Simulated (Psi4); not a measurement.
AlF2, doublet, at a GFN2-xTB geometry (such geometries of metal compounds can be far from the true shape). Base run: HF/3-21G run with Psi4.

Psi4 was given this input:
```
memory 2 GB

molecule mol {
0 2
  Al   -0.004514    0.349223    0.001953
  F     1.554844   -0.232160   -0.001251
  F    -1.548323   -0.272273   -0.001571
}

set basis 3-21g
set reference uhf
set stability_analysis check
set scf_type pk

energy('scf')
print_variables()
```

The bond that is stretched is that between atoms 2 and 1. A test that says stable can miss a lower solution.

The base run was repeated with changes; each row names its change, and settings that it needs were set with it.

```
change                                                     ΔE vs base (mEh)  <S^2>        outcome
---------------------------------------------------------  ----------------  -----  -------------
base                                                                  0.000  0.753      converged
stability_analysis = follow; reference = uhf                          0.000  0.753      converged
bond × 1.25                                                          57.405  0.777      converged
stability_analysis = follow; reference = uhf; bond × 1.25            57.405  0.777      converged
bond × 1.5                                                                -      -  not converged
stability_analysis = follow; reference = uhf; bond × 1.5                  -      -  not converged
bond × 1.8                                                           89.997  0.761      converged
stability_analysis = follow; reference = uhf; bond × 1.8             89.997  0.761      converged
bond × 2.2                                                           87.986  0.750      converged
stability_analysis = follow; reference = uhf; bond × 2.2             87.986  0.750      converged
bond × 3.0                                                           89.238  0.750      converged
stability_analysis = follow; reference = uhf; bond × 3.0             89.058  0.750      converged
```

Psi4 reported an instability in these rows: bond × 3.0; stability_analysis = follow; reference = uhf; bond × 3.0 (restricted rows aren't judged here).

On stretching, the SCF can end on different states; <S^2> shows the spin contamination of each.
